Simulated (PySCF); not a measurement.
C₃H₁₂OSi₂, SMILES O([SiH2]C)C[SiH2]C.

Geometry: B3LYP-D3(BJ)/def2-SVP. One conformer was computed; it need not be the lowest.

The numbers are results of TDA-PBE/def2-SVPD run with PySCF, not measurements.

Vertical excitations. The molecule is in vacuum.

Computed UV-visible absorptions:
```json
[
 {"state": "S1", "energy (eV)": "6.20", "λ (nm)": "200", "f": "0.001", "main pairs": "HOMO→LUMO 98 %"},
 {"state": "S2", "energy (eV)": "6.36", "λ (nm)": "195", "f": "0.000", "main pairs": "HOMO→LUMO+1 87 %"},
 {"state": "S3", "energy (eV)": "6.37", "λ (nm)": "195", "f": "0.012", "main pairs": "HOMO−1→LUMO 87 %"},
 {"state": "S4", "energy (eV)": "6.52", "λ (nm)": "190", "f": "0.042", "main pairs": "HOMO−1→LUMO+1 96 %"},
 {"state": "S5", "energy (eV)": "6.72", "λ (nm)": "185", "f": "0.001", "main pairs": "HOMO→LUMO+2 98 %"},
 {"state": "S6", "energy (eV)": "6.90", "λ (nm)": "180", "f": "0.020", "main pairs": "HOMO→LUMO+3 52 %, HOMO−1→LUMO+2 44 %"},
 {"state": "T1", "energy (eV)": "5.98", "λ (nm)": "207", "f": "0", "main pairs": "HOMO→LUMO 99 %"},
 {"state": "T2", "energy (eV)": "6.12", "λ (nm)": "203", "f": "0", "main pairs": "HOMO−1→LUMO 98 %"}
]
```
Triplets are in the Tamm–Dancoff approximation.
